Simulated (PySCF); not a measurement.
# Bonding in `O=C(O)c1ccc(F)cc1`

Compound: C7H5FO2.
SMILES with atom numbers: `[O:1]=[C:2]([OH:3])[c:4]1[cH:5][cH:6][c:7]([F:8])[cH:9][cH:10]1` (hydrogens: H11 on O3; H12 on C5; H13 on C6; H14 on C9; H15 on C10)

Cartesian coordinates in Å at the PBE0-D3(BJ)/def2-TZVP level; atoms count from 1:
```xyz
15
C7H5FO2 angstrom
O      2.5028   -1.6010   -0.3235
C      2.0394   -0.4899   -0.3326
O      2.8127    0.6085   -0.4109
C      0.5972   -0.1777   -0.2612
C     -0.2942   -1.2399   -0.1366
C     -1.6544   -1.0081   -0.0664
C     -2.1033    0.2992   -0.1250
F     -3.4159    0.5306   -0.0590
C     -1.2432    1.3746   -0.2497
C      0.1163    1.1280   -0.3167
H      3.7247    0.2913   -0.4567
H      0.1017   -2.2471   -0.0968
H     -2.3676   -1.8164    0.0320
H     -1.6437    2.3794   -0.2918
H      0.8120    1.9510   -0.4134
```

Bond orders from the PBE0/pcSseg-2 density (PySCF). Geometry: PBE0-D3(BJ)/def2-TZVP, one conformer, isolated molecule.

Q: Where do the orders between heavy atoms depart from those drawn in the SMILES?

A: The largest departure is 0.160, at C7–F8 (drawn single, 0.840), counting aromatic bonds as 1.5. Drawn single, order below 0.88: C7–F8 (0.840). The bonds drawn aromatic range from 1.36 to 1.46.

Q: Give the Mayer order of every bond between heavy atoms, beside its length.

A: 
| bond | drawn as | length (Å) | Mayer order |
| --- | --- | --- | --- |
| O1–C2 | double | 1.204 | 1.860 |
| C2–O3 | single | 1.346 | 1.079 |
| C2–C4 | single | 1.477 | 1.042 |
| C4–C5 | aromatic | 1.392 | 1.405 |
| C5–C6 | aromatic | 1.382 | 1.380 |
| C6–C7 | aromatic | 1.383 | 1.449 |
| C7–F8 | single | 1.334 | 0.840 |
| C7–C9 | aromatic | 1.383 | 1.458 |
| C9–C10 | aromatic | 1.383 | 1.385 |
| C10–C4 | aromatic | 1.393 | 1.356 |

Bonds between the same two heavy elements. C–O: lowest C2–O3 (1.079, 1.346 Å), highest O1–C2 (1.860, 1.204 Å). C–C: lowest C2–C4 (1.042, 1.477 Å), highest C7–C9 (1.458, 1.383 Å); in 2 of the 21 pairs the longer bond (by over 0.003 Å) has the higher order (by 0.02 or more).

Q: And the bonds to hydrogen?

A: H–O: 0.97 (1 bond); C–H: 1.02 to 1.04 (4 bonds).

Q: Sum the orders of all bonds at each heavy atom with more than one neighbour and set the sums beside the valence in the SMILES.

A: C2 3.981 (drawn 4), O3 2.050 (drawn 2), C4 3.803 (drawn 4), C5 3.816 (drawn 4), C6 3.851 (drawn 4), C7 3.747 (drawn 4), C9 3.860 (drawn 4), C10 3.780 (drawn 4). Orders between atoms that aren't bonded are not in these sums.

Mayer orders depend on the basis set.
